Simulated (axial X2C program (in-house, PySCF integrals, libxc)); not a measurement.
# Correcting the dissociation energy of YSe for spin–orbit coupling

A spin-free CCSD(T) curve (one-electron X2C) was computed with an in-house all-electron X2C program for linear molecules (integrals from PySCF), basis Y dyall-cv3z [11s12p9d6f3g], Se dyall-cv3z [8s9p6d4f1g] (cores contracted in-house), for the state M_S = 1/2, Λ = 0 (beyond evenly filled blocks: σα). It gives D0 = 4.553 eV to Y + Se, which in a spin-free picture are the weighted means of the ground terms.

Correlated methods: 9 electrons correlated (number of frozen shells: Y 4 s, 3 p, 1 d; Se 3 s, 2 p, 1 d), 325 virtual spin orbitals or spinors in MP2, 89 natural virtuals in coupled cluster.

Measured levels of the ground terms (NIST Handbook of Basic Atomic Spectroscopic Data), in cm⁻¹: Y 2D: J = 3/2 at 0, J = 5/2 at 530.4; Se 3P: J = 2 at 0, J = 1 at 1989.5, J = 0 at 2534.4.

The molecular state has Λ = 0, so it has no first-order lowering.

Q: How far does each ground level lie under the (2J+1)-weighted mean of its term?

A: Y: (4 × 0 + 6 × 530.4)/10 = 318 cm⁻¹; Se: (5 × 0 + 3 × 1989.5 + 1 × 2534.4)/9 = 945 cm⁻¹.

Q: Correct D0.

A: D0 = 4.553 + (0 − 1263)/8065.5 = 4.396 eV at CCSD(T) with these spin–orbit terms.

Second-order spin–orbit effects in the molecule, which grow quickly with Z, are left out. One determinant describes the state; a PBE0 search over occupations chose it and may have missed a lower one. De is counted from the lowest determinant-based energies of the atoms at the same level, without counterpoise correction. Coupled cluster ran in a truncated set of natural virtual spinors; the MP2 energy of the rest was added. (T) has no such correction and the atoms are truncated less, which lowers De at CCSD(T) by a hundredth of an eV or more. The outer-core s and p shells of the metal are frozen in the correlated rows, which leaves out core–valence correlation; for alkali and alkaline-earth bonds that tends to lengthen them. With the outer-core shells frozen, correlated bond lengths of heavy atoms tend to come out a few hundredths of an ångström too long.
